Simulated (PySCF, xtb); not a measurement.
Cd(I)2 anion (CdI₂), SMILES [I][Cd][I] (connectivity only; charge and spin as stated), charge -1, multiplicity 2.

Harmonic wavenumbers (cm⁻¹) from GFN2-xTB (xtb) at its own minimum, in rising order: 31, 107, 115.

**Question.** What does PySCF with PBE-D3(BJ)/def2-SVPD give at its own minimum? (An estimate is asked for; the answer gives what the named calculation found.)

**Answer.** 26, 104, 134. Paired by order, the mean absolute difference is 9 cm⁻¹ and the zero-point energies are 0.4 and 0.4 kcal/mol.
